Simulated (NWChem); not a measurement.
System: BSiH4F; SMILES B(F)[SiH3]

The following NWChem deck was run.

```
start job
memory heap 200 mb stack 900 mb global 1100 mb
geometry units angstroms noautosym nocenter noautoz
  B     -0.550273    -0.778950    -0.000035
  F      0.298263    -1.804950    -0.000065
  H     -1.741841    -1.060780     0.000136
  Si     0.116116     1.150763     0.000239
  H     -0.431559     1.858493     1.215734
  H     -0.439049     1.862136    -1.209658
  H      1.615852     1.281616    -0.004030
end
basis spherical
  * library def2-svp
end
dft
  xc b3lyp
  iterations 150
  mulliken
end
task dft energy
esp
  recalculate
  probe 0.07
  range 0.3
  factor 1.0
  spacing 0.02
end
task esp
```

Excerpt of the output:

```
             Northwest Computational Chemistry Package (NWChem) 7.3.0
             --------------------------------------------------------

                             Geometry "geometry" -> ""
                             -------------------------

 Output coordinates in angstroms (scale by  1.889725989 to convert to a.u.)

  No.       Tag          Charge          X              Y              Z
 ---- ---------------- ---------- -------------- -------------- --------------
    1 B                    5.0000    -0.55027300    -0.77895000    -0.00003500
    2 F                    9.0000     0.29826300    -1.80495000    -0.00006500
    3 H                    1.0000    -1.74184100    -1.06078000     0.00013600
    4 Si                  14.0000     0.11611600     1.15076300     0.00023900
    5 H                    1.0000    -0.43155900     1.85849300     1.21573400
    6 H                    1.0000    -0.43904900     1.86213600    -1.20965800
    7 H                    1.0000     1.61585200     1.28161600    -0.00403000

 Effective nuclear repulsion energy (a.u.)      87.8390111282

                                 NWChem DFT Module
                                 -----------------

 Summary of "ao basis" -> "ao basis" (spherical)
 ------------------------------------------------------------------------------
       Tag                 Description            Shells   Functions and Types
 ---------------- ------------------------------  ------  ---------------------
 B                          def2-svp                 6       14   3s2p1d
 F                          def2-svp                 6       14   3s2p1d
 H                          def2-svp                 3        5   2s1p
 Si                         def2-svp                 8       18   4s3p1d

            General Information
            -------------------
          SCF calculation type: DFT
          Wavefunction type:  closed shell.
          No. of atoms     :     7
          No. of electrons :    32
           Alpha electrons :    16
            Beta electrons :    16
          Charge           :     0
          Spin multiplicity:     1
          Use of symmetry is: off; symmetry adaption is: off
          Maximum number of iterations: 150
          AO basis - number of functions:    66
                     number of shells:    32
          Convergence on energy requested:  1.00D-06
          Convergence on density requested:  1.00D-05
          Convergence on gradient requested:  5.00D-04

              XC Information
              --------------
                         B3LYP Method XC Potential
                     Hartree-Fock (Exact) Exchange  0.200
                        Slater Exchange Functional  0.800 local
                    Becke 1988 Exchange Functional  0.720 non-local
              Lee-Yang-Parr Correlation Functional  0.810
                  VWN I RPA Correlation Functional  0.190 local

             Grid Information
             ----------------
          Grid used for XC integration:  medium
          Radial quadrature: Mura-Knowles
          Angular quadrature: Lebedev.
          Tag              B.-S. Rad. Rad. Pts. Rad. Cut. Ang. Pts.
          ---              ---------- --------- --------- ---------
          B                   0.85       49           9.0       434
          F                   0.50       49          10.0       434
          H                   0.35       45          11.0       434
          Si                  1.10       88           9.0       590
          Grid pruning is: on
          Number of quadrature shells:   366
          Spatial weights used:  Erf1

      Superposition of Atomic Density Guess
      -------------------------------------

 Sum of atomic energies:        -414.53216640

      Non-variational initial energy
      ------------------------------

 Total energy =    -415.269578
 1-e energy   =    -748.196357
 2-e energy   =     245.087768
 HOMO         =      -0.298179
 LUMO         =      -0.018538

     ---------------------------------------------
      Total Density - Mulliken Population Analysis
     ---------------------------------------------

    Atom       Charge   Shell Charges
 -----------   ------   -------------------------------------------------------
    1 B    5     4.47   1.99  0.90  0.25  1.04  0.20  0.09
    2 F    9     9.36   1.99  1.15  0.73  3.50  1.99  0.00
    3 H    1     1.11   0.72  0.37  0.01
    4 Si  14    13.88   2.00  1.99  1.03  0.32  5.94  1.19  1.33  0.09
    5 H    1     1.06   0.68  0.37  0.01
    6 H    1     1.06   0.68  0.37  0.01
    7 H    1     1.07   0.69  0.37  0.01

   convergence    iter        energy       DeltaE   RMS-Dens  Diis-err
 ---------------- ----- ----------------- --------- --------- ---------
 d= 0,ls=0.0,diis     1   -416.3918331318 -5.04D+02  1.64D-02  3.93D-01
 d= 0,ls=0.0,diis     2   -416.3609287730  3.09D-02  8.80D-03  9.45D-01
 d= 0,ls=0.0,diis     3   -416.4464967270 -8.56D-02  1.82D-03  1.63D-02
 d= 0,ls=0.0,diis     4   -416.4477226602 -1.23D-03  6.36D-04  1.26D-03
 d= 0,ls=0.0,diis     5   -416.4479127825 -1.90D-04  1.13D-04  2.90D-05
  Resetting Diis
 d= 0,ls=0.0,diis     6   -416.4479190160 -6.23D-06  1.93D-05  8.15D-07
 d= 0,ls=0.0,diis     7   -416.4479191836 -1.68D-07  5.13D-06  3.09D-08

         Total DFT energy =     -416.447919183570
      One electron energy =     -750.206438115507
           Coulomb energy =      282.830389259669
    Exchange-Corr. energy =      -36.910881455953
 Nuclear repulsion energy =       87.839011128221

 Numeric. integr. density =       32.000006811778

                       DFT Final Molecular Orbital Analysis
                       ------------------------------------

 Vector   14  Occ=2.000000D+00  E=-3.516452D-01
              MO Center= -2.5D-01,  1.6D+00,  4.4D-03, r^2= 2.2D+00
   Bfn.  Coefficient  Atom+Function         Bfn.  Coefficient  Atom+Function
  ----- ------------  ---------------      ----- ------------  ---------------
    52      0.323583  5 H  s                 57     -0.322627  6 H  s
    43      0.293896  4 Si pz                46      0.226174  4 Si pz
    53      0.175694  5 H  s                 58     -0.175154  6 H  s
    40     -0.167919  4 Si pz                20      0.059533  2 F  pz
    48      0.045459  4 Si d -1              50      0.043729  4 Si d  1

 Vector   15  Occ=2.000000D+00  E=-3.494833D-01
              MO Center=  6.0D-01,  1.3D+00, -3.5D-03, r^2= 2.4D+00
   Bfn.  Coefficient  Atom+Function         Bfn.  Coefficient  Atom+Function
  ----- ------------  ---------------      ----- ------------  ---------------
    62      0.365746  7 H  s                 41      0.275378  4 Si px
    44      0.202793  4 Si px                57     -0.199745  6 H  s
    52     -0.198033  5 H  s                 63      0.197924  7 H  s
    38     -0.157097  4 Si px                58     -0.111237  6 H  s
    53     -0.110278  5 H  s                 42     -0.099976  4 Si py

 Vector   16  Occ=2.000000D+00  E=-2.929949D-01
              MO Center= -3.3D-01, -1.5D-01,  1.5D-04, r^2= 2.9D+00
   Bfn.  Coefficient  Atom+Function         Bfn.  Coefficient  Atom+Function
  ----- ------------  ---------------      ----- ------------  ---------------
     5      0.298765  1 B  py                42      0.271097  4 Si py
    30      0.259615  3 H  s                 45      0.256838  4 Si py
    29      0.250358  3 H  s                  4      0.240652  1 B  px
    19     -0.206596  2 F  py                18     -0.194517  2 F  px
    22      0.147390  2 F  py                39     -0.146468  4 Si py

 Vector   17  Occ=0.000000D+00  E=-6.916849D-02
              MO Center= -4.3D-01, -4.7D-01, -1.3D-05, r^2= 2.7D+00
   Bfn.  Coefficient  Atom+Function         Bfn.  Coefficient  Atom+Function
  ----- ------------  ---------------      ----- ------------  ---------------
     6      0.518248  1 B  pz                 9     -0.486204  1 B  pz
    53      0.272932  5 H  s                 58     -0.271814  6 H  s
    46     -0.266502  4 Si pz                20     -0.250115  2 F  pz
    23      0.232758  2 F  pz                52      0.122974  5 H  s
    57     -0.122475  6 H  s                 48      0.110768  4 Si d -1

 Vector   18  Occ=0.000000D+00  E= 2.852550D-02
              MO Center= -1.3D-02,  5.0D-01,  6.8D-04, r^2= 4.3D+00
   Bfn.  Coefficient  Atom+Function         Bfn.  Coefficient  Atom+Function
  ----- ------------  ---------------      ----- ------------  ---------------
    44      1.008736  4 Si px                63     -0.926927  7 H  s
    45     -0.508977  4 Si py                58      0.503502  6 H  s
    53      0.498475  5 H  s                  8     -0.421013  1 B  py
    17     -0.297888  2 F  s                 37      0.255852  4 Si s
    62     -0.184757  7 H  s                 41      0.169678  4 Si px

 Vector   19  Occ=0.000000D+00  E= 6.466012D-02
              MO Center=  2.5D-01,  1.6D+00,  1.7D-03, r^2= 3.5D+00
   Bfn.  Coefficient  Atom+Function         Bfn.  Coefficient  Atom+Function
  ----- ------------  ---------------      ----- ------------  ---------------
    45      1.357223  4 Si py                63     -0.924864  7 H  s
     3      0.709050  1 B  s                 53     -0.694253  5 H  s
    58     -0.687021  6 H  s                 44      0.590174  4 Si px
    36      0.548249  4 Si s                 37      0.400741  4 Si s
     8      0.385738  1 B  py                 2      0.361467  1 B  s

     ---------------------------------------------
      Total Density - Mulliken Population Analysis
     ---------------------------------------------

    Atom       Charge   Shell Charges
 -----------   ------   -------------------------------------------------------
    1 B    5     4.84   1.99  0.86  0.19  1.44  0.25  0.11
    2 F    9     9.09   1.99  1.14  0.72  3.37  1.86  0.01
    3 H    1     1.06   0.74  0.31  0.01
    4 Si  14    13.78   2.00  1.98  1.07  0.23  5.93  1.33  1.12  0.12
    5 H    1     1.08   0.73  0.34  0.01
    6 H    1     1.08   0.73  0.34  0.01
    7 H    1     1.08   0.73  0.33  0.01

     -------------------------------------------
      Total Density - Lowdin Population Analysis
     -------------------------------------------

    Atom       Charge   Shell Charges
 -----------   ------   -------------------------------------------------------
    1 B    5     5.08   1.97  0.59  0.32  1.31  0.64  0.26
    2 F    9     8.95   1.98  0.99  0.70  3.21  2.07  0.01
    3 H    1     1.05   0.65  0.37  0.03
    4 Si  14    13.67   2.00  1.93  0.68  0.35  5.82  1.34  1.35  0.20
    5 H    1     1.08   0.64  0.42  0.02
    6 H    1     1.08   0.64  0.42  0.02
    7 H    1     1.09   0.64  0.42  0.02

     Multipole analysis of the density
     ---------------------------------

     L   x y z        total         alpha         beta         nuclear
     -   - - -        -----         -----         ----         -------
     0   0 0 0     -0.000000    -16.000000    -16.000000     32.000000

     1   1 0 0     -0.148918     -0.605499     -0.605499      1.062081
     1   0 1 0      0.054430      0.109563      0.109563     -0.164695
     1   0 0 1     -0.000190     -0.004600     -0.004600      0.009010

     2   2 0 0    -20.548099    -25.500006    -25.500006     30.451912
     2   1 1 0      0.282646     -2.479354     -2.479354      5.241355
     2   1 0 1      0.000246      0.000124      0.000124     -0.000001
     2   0 2 0    -22.087939   -119.217459   -119.217459    216.346979
     2   0 1 1     -0.000077     -0.011857     -0.011857      0.023637
     2   0 0 2    -19.157448    -14.830507    -14.830507     10.503567

                     NWChem Electrostatic Potential Fit Module
                     -----------------------------------------

 Atom parameters

 Number of atoms is                                    7
 Number of basis functions is                         66

 Grid parameters

 Maximum number of grid points is                  36499
 Number of grid points is                          36498
 Grid range                                     0.300000 nm
 Grid spacing                                   0.020000 nm
 Probe radius                                   0.070000 nm
 Atom radius factor                             1.000000

 Atomic radii

    1    0.100000
    5    0.158000
    9    0.128000
   14    0.187000
 FASTESP  F
  using M.O. file = ./job.movecs

    Atom              Coordinates                           Charge

                                                  ESP

    1 B    -0.055027   -0.077895   -0.000004    0.470436
    2 F     0.029826   -0.180495   -0.000007   -0.249968
    3 H    -0.174184   -0.106078    0.000014   -0.155219
    4 Si    0.011612    0.115076    0.000024    0.151146
    5 H    -0.043156    0.185849    0.121573   -0.076027
    6 H    -0.043905    0.186214   -0.120966   -0.076130
    7 H     0.161585    0.128162   -0.000403   -0.064239
                                            ------------
                                               -0.000000

 Dipole moment                                  0.191386

 Quadrupole moment Qxx                          0.431025
                   Qyy                         -4.878224
                   Qzz                          4.447199

 RMS deviation kJ/mol                           0.062431

 RRMS %                                        46.645283
```

Level: B3LYP/def2-SVP. Coordinates come from a PBE-D3(BJ)/def2-SVP optimisation.
